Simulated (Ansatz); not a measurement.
Ligand exchange: CH3Br + C2H9NSi → CH5N + C2H7BrSi

Gas-phase species: CH3Br (bromomethane) `CBr`, singlet; C2H9NSi `CC[SiH2]N`, singlet; CH5N (methylamine) `CN`, singlet; C2H7BrSi `CC[SiH2]Br`, singlet. The partners trade Br for NH2: C–Br and Si–NH2 bonds give way to C–NH2 and Si–Br.

Shapes, held fixed at every level: PBE0-D4/def2-TZVP. Flexible molecules stand in one conformer, not always the lowest. Programs: Ansatz 0.2.0. The zero-point and thermal change to 298 K, harmonic and unscaled (PBE0-D4/def2-TZVP), is +5.6 kJ/mol.

(1) Estimate ΔH(298 K) of this reaction.

Answers

(1) The highest level, CCSD(T)/def2-TZVPP, gives ΔH(298 K) = -19.3 kJ/mol; the levels span -39.2 to -19.3. The column of differences is taken from that level and isn't an error. No measured value is set beside it here. Relativity is left out for Br. Outer-core shells of Br are correlated, in sets that cover them unevenly.

| level | kind | ΔH(298 K) (kJ/mol) | less CCSD(T)/def2-TZVPP |
| --- | --- | --- | --- |
| HF/def2-SVP | Hartree–Fock | -39.2 | -19.9 |
| HF/def2-TZVPP | Hartree–Fock | -24.6 | -5.3 |
| SPW92/def2-TZVPP | LDA | -24.8 | -5.5 |
| r2SCAN-D4/def2-TZVPP | meta-GGA | -22.7 | -3.4 |
| B3LYP-D4/def2-TZVPP | global hybrid | -19.6 | -0.3 |
| BHLYP-D4/def2-TZVPP | global hybrid | -22.7 | -3.4 |
| MP2/def2-TZVPP | perturbation theory | -19.8 | -0.5 |
| CCSD(T)/def2-TZVPP | coupled cluster or CI | -19.3 | 0.0 |
